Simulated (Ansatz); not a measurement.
Total energies of Mg₅S₄I₂ from Ansatz at PBE0-D4/def2-SVP, gas phase (1 Eh = 27.2114 eV = 2625.5 kJ/mol). The reference geometry is relaxed at r2SCAN-D4/def2-SVP.

```xyz
11

S    -1.552    0.355   -2.322
S    -0.530   -0.728    1.120
S     2.676   -0.267   -1.772
S     0.880    2.420    1.082
Mg    0.641   -0.706   -2.760
Mg   -1.540   -1.589   -0.868
Mg   -0.772    1.405   -0.334
Mg   -0.228    1.108    2.794
Mg    1.773    0.245    0.296
I    -0.407   -3.420   -2.502
I    -0.941    1.177    5.268
```

```csv
state,geometry,energy (Eh)
charge 0 singlet,reference,-3187.32830
charge 1 doublet,reference,-3187.03166
charge 1 doublet,relaxed at r2SCAN-D4/def2-SVP,-3187.04169
charge -1 doublet,reference,-3187.39107
free S atom (triplet),–,-397.83788
free Mg atom (singlet),–,-199.88967
free I atom (doublet),–,-297.68435
```

In the def2 sets I takes a core potential; there is no spin–orbit coupling.

**Question.** Work out the vertical ionisation energy to the doublet.

**Answer.** E(charge 1 doublet) − E(charge 0 singlet) = -3187.03166 − (-3187.32830) = 0.29664 Eh = 8.07 eV. For comparison, −ε of the highest occupied level is 6.53 eV at this level, 1.54 eV less.

**Question.** Work out the vertical electron affinity, to the doublet.

**Answer.** E(charge 0 singlet) − E(charge -1 doublet) = -3187.32830 − (-3187.39107) = 0.06277 Eh = 1.71 eV. The basis lacks diffuse functions, which makes affinities too small.

**Question.** Give the fundamental gap IE − EA, the Mulliken electronegativity (IE + EA)/2 and the hardness (IE − EA)/2.

**Answer.** From the values in Eh: IE − EA = 0.29664 − 0.06277 = 0.23387 Eh = 6.36 eV; (IE + EA)/2 = 4.89 eV; (IE − EA)/2 = 3.18 eV. The HOMO–LUMO gap of the same run is 3.81 eV, 2.55 eV smaller than the fundamental gap.

**Question.** How much does the charge 1 doublet relax, and what is the adiabatic ionisation energy?

**Answer.** Relaxation: -3187.03166 − (-3187.04169) = 0.01003 Eh = 0.27 eV. Adiabatic ionisation energy: 0.28661 Eh = 7.80 eV, without zero-point energy. 

**Question.** What is the binding energy per atom against free atoms?

**Answer.** Atoms: 4 × (-397.83788) + 5 × (-199.88967) + 2 × (-297.68435) = -3186.16857 Eh. Binding: -3186.16857 − (-3187.32830) = 1.15973 Eh = 31.56 eV, or 2.87 eV for each of 11 atoms (no zero-point energy, no counterpoise term).
